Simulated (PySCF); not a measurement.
## Spinor energies of Br(2+) (bromine, charge +2)

Start: [Ar] 3d10 4s1 4p3 5s1; 4s1/2 filled at m_j = +1/2; 4p3/2 filled at m_j = -1/2, +1/2, +3/2; 5s1/2 filled at m_j = +1/2. Calculated with PySCF 2.14 in x2c-TZVPall-2c with one added diffuse shell each of s, p, d type (7s8p5d1f, 63 functions): generalised Hartree-Fock with the X2C-1e Hamiltonian and a Gaussian nucleus; one run each with spin-orbit coupling (SO) switched off, then screened by Boettger's factors. This is a chosen level, not necessarily the ground level.

```json
{"spinor shell": "1s1/2", "electrons": "2", "ε, spin-free (eV)": "-13589.6", "ε, screened SO (eV)": "-13589.2", "weight of nominal j (screened SO)": "1.000", "rms radius, screened SO (bohr)": "0.0492"}
{"spinor shell": "2s1/2", "electrons": "2", "ε, spin-free (eV)": "-1857.5", "ε, screened SO (eV)": "-1857.4", "weight of nominal j (screened SO)": "1.000", "rms radius, screened SO (bohr)": "0.205"}
{"spinor shell": "2p1/2", "electrons": "2", "ε, spin-free (eV)": "-1636.8", "ε, screened SO (eV)": "-1669.4", "weight of nominal j (screened SO)": "1.000", "rms radius, screened SO (bohr)": "0.180"}
{"spinor shell": "2p3/2", "electrons": "4", "ε, spin-free (eV)": "-1636.8", "ε, screened SO (eV)": "-1621.2", "weight of nominal j (screened SO)": "1.000", "rms radius, screened SO (bohr)": "0.184"}
{"spinor shell": "3s1/2", "electrons": "2", "ε, spin-free (eV)": "-308.63", "ε, screened SO (eV)": "-308.60", "weight of nominal j (screened SO)": "1.000", "rms radius, screened SO (bohr)": "0.588"}
{"spinor shell": "3p1/2", "electrons": "2", "ε, spin-free (eV)": "-236.66", "ε, screened SO (eV)": "-241.71", "weight of nominal j (screened SO)": "0.988", "rms radius, screened SO (bohr)": "0.600"}
{"spinor shell": "3p3/2", "electrons": "4", "ε, spin-free (eV)": "-236.66", "ε, screened SO (eV)": "-234.23", "weight of nominal j (screened SO)": "0.994", "rms radius, screened SO (bohr)": "0.610"}
{"spinor shell": "3d3/2", "electrons": "4", "ε, spin-free (eV)": "-117.15", "ε, screened SO (eV)": "-117.97", "weight of nominal j (screened SO)": "0.887", "rms radius, screened SO (bohr)": "0.648"}
{"spinor shell": "3d5/2", "electrons": "6", "ε, spin-free (eV)": "-117.15", "ε, screened SO (eV)": "-116.58", "weight of nominal j (screened SO)": "0.925", "rms radius, screened SO (bohr)": "0.646"}
{"spinor shell": "4s1/2", "electrons": "1", "ε, spin-free (eV)": "-60.025", "ε, screened SO (eV)": "-60.007", "weight of nominal j (screened SO)": "1.000", "rms radius, screened SO (bohr)": "1.65"}
{"spinor shell": "4p3/2", "electrons": "3", "ε, spin-free (eV)": "-41.138", "ε, screened SO (eV)": "-41.145", "weight of nominal j (screened SO)": "0.641", "rms radius, screened SO (bohr)": "1.89"}
{"spinor shell": "5s1/2", "electrons": "1", "ε, spin-free (eV)": "-16.669", "ε, screened SO (eV)": "-16.667", "weight of nominal j (screened SO)": "1.000", "rms radius, screened SO (bohr)": "4.05"}
```

| quantity | spin-free | screened SO |
| --- | --- | --- |
| E (hartree) | -2602.25507 | -2602.39498 |
| M_J | 5/2 | 5/2 |
| ⟨J²⟩ | 8.751 | 8.751 |
| ⟨L²⟩ | 0.000 | 0.010 |
| ⟨S²⟩ | 8.751 | 8.737 |

Each row is a mean over spinors that exchange with the open shell spreads, by up to 2.046 eV (3s1/2).

Rows whose weight is well below 1 are mixtures of j = l ± 1/2: exchange outweighs spin-orbit coupling there, and the label is only the starting occupation.

Without spin-orbit coupling the j labels of p, d and f shells carry no meaning; the spin-free column gives the mean over the occupied spinors of each nl shell.
